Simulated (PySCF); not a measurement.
**Trend along the fourth-period p block: MB anions**

PBE0 with triple-zeta basis sets in PySCF, for the lowest determinant that a PBE0 search found; no spin–orbit coupling. De refers to high-spin ground-configuration atoms (the charge goes to the atom of lower measured ionisation energy or higher electron affinity, which is not always the lowest computed limit). A positive dipole points towards B; it is taken about the centre of mass and depends on that origin.

| M | basis | charged atom | state (unpaired electrons) | Re (Å) | ωe (cm⁻¹) | De (eV) | μ (D) |
| --- | --- | --- | --- | --- | --- | --- | --- |
| Ge | def2-TZVPPD | Ge− | triplet (σ ↑, π ↑) | 1.916 | 719 | n/a | -3.16 |
| As | def2-TZVPPD | As− | doublet (σ ↑) | 1.795 | 897 | n/a | -2.35 |
| Br | def2-TZVPPD | Br− | doublet (π ↑) | 2.108 | 399 | 1.44 | -5.76 |

The shortest bond is that of BAs⁻ (1.795 Å), the longest that of BBr⁻ (2.108 Å).

The state changes along the series, so neighbouring rows are not always alike in their bonding.

Spin–orbit coupling is left out. For an ion De counts to the pair picked by the measured ionisation energies or electron affinities, which need not be the lowest pair at this level. The highest Kohn–Sham level is positive in some of these anions. Much of that is self-interaction error, but it also means that the finite basis helps to hold the extra electron. States were picked by a PBE0 search and need not be the measured ground states.
